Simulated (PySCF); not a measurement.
Al₂Se, singlet: data card

Method: PBE0/[Se def2-TZVP, Al def2-TZVP], no relativity, density fitting, PySCF.

The structure is a minimum.

| Item | Value |
| --- | --- |
| Point group | C2v |
| Bond lengths | Se–Al 2.372 Å (×2) |
| Bond angles | Al–Se–Al 114.5° |
| Dipole moment | 1.13 D |
| Rotational constants | 0.318, 0.07849, 0.06295 cm⁻¹ |
| Heat capacity Cp at 298.15 K | 54.8 J/(mol K) |
| Rotational symmetry number | 2 |
| Atomisation energy without zero-point energy | 683 kJ/mol |
| Entropy at 298.15 K and 1 bar | 303.5 J/(mol K) |
| Principal polarisabilities | 85.7, 95.6, 166.3 bohr³ |
| Highest occupied level | -6.09 eV |
| Lowest empty level | -1.98 eV |
| Zero-point energy | 4.5 kJ/mol |
| Enthalpy at 298.15 K above 0 K | 13.99 kJ/mol |
| Principal quadrupole moments (Buckingham, traceless) about the centre of mass | -0.96, -0.40, 1.36 D Å |

Harmonic modes (masses in u: Se 79.917, Al 26.982):
```json
{"symmetry": "a1", "ω (cm⁻¹)": "59", "IR (km/mol)": "0.0", "μ (u)": "32.23"}
{"symmetry": "a1", "ω (cm⁻¹)": "340", "IR (km/mol)": "23.9", "μ (u)": "30.12"}
{"symmetry": "b2", "ω (cm⁻¹)": "347", "IR (km/mol)": "209", "μ (u)": "34.33"}
```

In C2v the vibrations span 2a1 + b2. Here b1 is antisymmetric to the molecular plane and b2 lies in it.

Charges (e):
```csv
atom,Mulliken,Löwdin,polar tensor,Mayer order to Se1
Se1,-0.38,0.18,-1.05,–
"Al2,3",0.19,-0.09,0.52,1.13
```

Mulliken populations on Se1: s 7.84, p 16.50, d 10.04, f 0.00.

Other isomers or separated fragments may lie lower.

The final relaxation and frequency run took of the order of 120 core-seconds on a shared host.
